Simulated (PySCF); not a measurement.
Input for PySCF: R-B3LYP/6-31G* on C3H8O (SMILES CCOC), a point of a torsion scan.

```python
from pyscf import gto, scf, dft, mp
from pyscf.data.elements import chemcore

mol = gto.M(
    atom='''
    C     0.58184571   -2.27759231    0.10838482
    C     0.56466429   -0.78290416   -0.20299761
    O    -0.61462295   -0.39481711   -0.88295560
    C    -1.59509089    0.19235504   -0.06895212
    H     1.52614858   -2.54927199    0.57246456
    H    -0.22943643   -2.53840964    0.78482943
    H     0.46031330   -2.84306511   -0.81102406
    H     0.68882573   -0.19671206    0.71576573
    H     1.39523461   -0.54625963   -0.87777776
    H    -1.22157779    1.10578611    0.41109484
    H    -1.94870490   -0.49527041    0.70922170
    H    -2.42680474    0.44534036   -0.72405968
    ''',
    basis='6-31g*',
    cart=True,
    charge=0, spin=0, verbose=3, max_memory=1800)
mf = dft.RKS(mol, xc='b3lyp')
mf.conv_tol = 1e-8
mf.max_cycle = 100
mf.kernel()
if not mf.converged:
    mf = mf.newton().run(mf.mo_coeff, mf.mo_occ)
```

Output:

```
converged SCF energy = -194.340569309059
```

The run converged.

Cost: about 5 core-seconds (a rough figure).
